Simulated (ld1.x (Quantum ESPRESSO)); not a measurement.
Reading a pseudo-wave (titanium (Ti))

Columns: radius, all-electron u(r) and pseudo u(r) of the 4s shell (level -4.51 eV) of titanium in the configuration [Ne] 3s2 3p6 3d2 4s2 4p0; PW91, scalar-relativistic, TM scheme, ld1.x (Quantum ESPRESSO) 7.5.

```json
{"r (bohr)": "0.152", "all-electron": "-0.1136", "pseudo": "-0.0163"}
{"r (bohr)": "0.305", "all-electron": "-0.1038", "pseudo": "-0.0334"}
{"r (bohr)": "0.458", "all-electron": "0.0867", "pseudo": "-0.0520"}
{"r (bohr)": "0.610", "all-electron": "0.2238", "pseudo": "-0.0726"}
{"r (bohr)": "0.762", "all-electron": "0.2607", "pseudo": "-0.0963"}
{"r (bohr)": "0.915", "all-electron": "0.2173", "pseudo": "-0.1240"}
{"r (bohr)": "1.068", "all-electron": "0.1267", "pseudo": "-0.1565"}
{"r (bohr)": "1.220", "all-electron": "0.0169", "pseudo": "-0.1938"}
{"r (bohr)": "1.372", "all-electron": "-0.0953", "pseudo": "-0.2366"}
{"r (bohr)": "1.525", "all-electron": "-0.2009", "pseudo": "-0.2844"}
{"r (bohr)": "1.678", "all-electron": "-0.2939", "pseudo": "-0.3357"}
{"r (bohr)": "1.830", "all-electron": "-0.3722", "pseudo": "-0.3880"}
{"r (bohr)": "1.982", "all-electron": "-0.4364", "pseudo": "-0.4387"}
{"r (bohr)": "2.135", "all-electron": "-0.4875", "pseudo": "-0.4849"}
{"r (bohr)": "2.288", "all-electron": "-0.5265", "pseudo": "-0.5235"}
{"r (bohr)": "2.440", "all-electron": "-0.5546", "pseudo": "-0.5529"}
{"r (bohr)": "2.592", "all-electron": "-0.5734", "pseudo": "-0.5728"}
{"r (bohr)": "2.745", "all-electron": "-0.5842", "pseudo": "-0.5842"}
{"r (bohr)": "2.898", "all-electron": "-0.5880", "pseudo": "-0.5880"}
{"r (bohr)": "3.050", "all-electron": "-0.5857", "pseudo": "-0.5857"}
{"r (bohr)": "3.202", "all-electron": "-0.5785", "pseudo": "-0.5785"}
{"r (bohr)": "3.355", "all-electron": "-0.5672", "pseudo": "-0.5672"}
{"r (bohr)": "3.508", "all-electron": "-0.5524", "pseudo": "-0.5524"}
{"r (bohr)": "3.660", "all-electron": "-0.5351", "pseudo": "-0.5351"}
{"r (bohr)": "3.812", "all-electron": "-0.5157", "pseudo": "-0.5157"}
{"r (bohr)": "3.965", "all-electron": "-0.4946", "pseudo": "-0.4946"}
```

How many radial nodes do the two functions have?

The all-electron 4s function has n − l − 1 = 3 (the table is too coarse to show those close to the nucleus); the pseudo-wave has 0, since the states of the same l below it are removed with the core.

At about which radius was the pseudo-wave matched?

3.05 bohr. The columns agree to 0.0005 from 2.75 bohr on; several derivatives are matched, so the curves merge somewhat inside the radius.

Is the pseudo-wave norm-conserving?

Yes: the TM scheme keeps the norm inside the radius equal to the all-electron one, which fixes the energy derivative of the logarithmic derivative at the level.
